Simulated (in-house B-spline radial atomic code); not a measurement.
**Ionising neutral lead with different functionals**

Computed with a B-spline radial code for spherical atoms: scalar-relativistic (spin-free X2C) Hamiltonian, Fermi nucleus of rms radius 5.5012 fm, spin-polarised at highest spin, spherical fractional occupations for the functionals, and exact exchange of hybrids averaged over the configuration. The ionisation energy is the difference of two self-consistent energies, [Xe] 4f14 5d10 6s2 6p2 → [Xe] 4f14 5d10 6s2 6p1, without Breit or QED terms; ε is the level of the shell that loses the electron (its least bound occupied spin orbital). There is no spin-orbit coupling in this Hamiltonian.

```csv
method,rung,ΔSCF (eV),-ε(6p) (eV)
PBE0,global hybrid,7.06,4.83
B3LYP,global hybrid,7.03,4.58
TPSSh,global hybrid,7.00,4.30
BHandHLYP,global hybrid,6.92,5.47
r2SCAN0,global hybrid,7.23,5.03
B97-1,global hybrid,6.81,4.45
HSE06,range-separated hybrid,?,?
wB97X,range-separated hybrid,6.77,6.59
CAM-B3LYP,range-separated hybrid,?,?
LC-wPBE,range-separated hybrid,7.11,7.15
```

What does CAM-B3LYP give?

ΔSCF 7.04 eV, and -ε(6p) = 5.88 eV.

What does HSE06 give?

ΔSCF 7.06 eV, and -ε(6p) = 4.43 eV.

Among the functionals, which spreads more, the ΔSCF values or the orbital energies?

The orbital energies: ΔSCF values span about 0.46 eV and the orbital energies 2.85 eV; here energy differences depend much less on the functional than eigenvalues do.

How do they compare with the NIST value?

NIST lists 7.417 eV (measured, ground level to ground level). Errors run from -0.65 to -0.19 eV; r2SCAN0 is closest (-0.19 eV), but part of that can be cancellation, since the calculations leave out spin-orbit coupling, Breit-QED terms, multiplet and fine-structure energies.
